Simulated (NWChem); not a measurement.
Species: GaPH$_{4}$; SMILES [PH2][GaH2]

```xyz
6

Ga     0.0443     0.8534     0.0086
H     -1.3339     1.5732     0.2252
H      1.3583     1.6639    -0.2761
P      0.1027    -1.4558    -0.0942
H     -0.7584    -1.6725     1.0226
H      1.3201    -1.6027     0.6353
```
Atoms are numbered in this order, from 1.

Results from NWChem. Coordinates come from a PBE0/def2-SVP optimisation. Static field.

Estimate the computed values for B3LYP/def2-SVPD. Quantities: isotropic polarisability (bohr³); anisotropy (bohr³).


- isotropic polarisability (bohr³) = 62.3
- anisotropy (bohr³) = 28.9
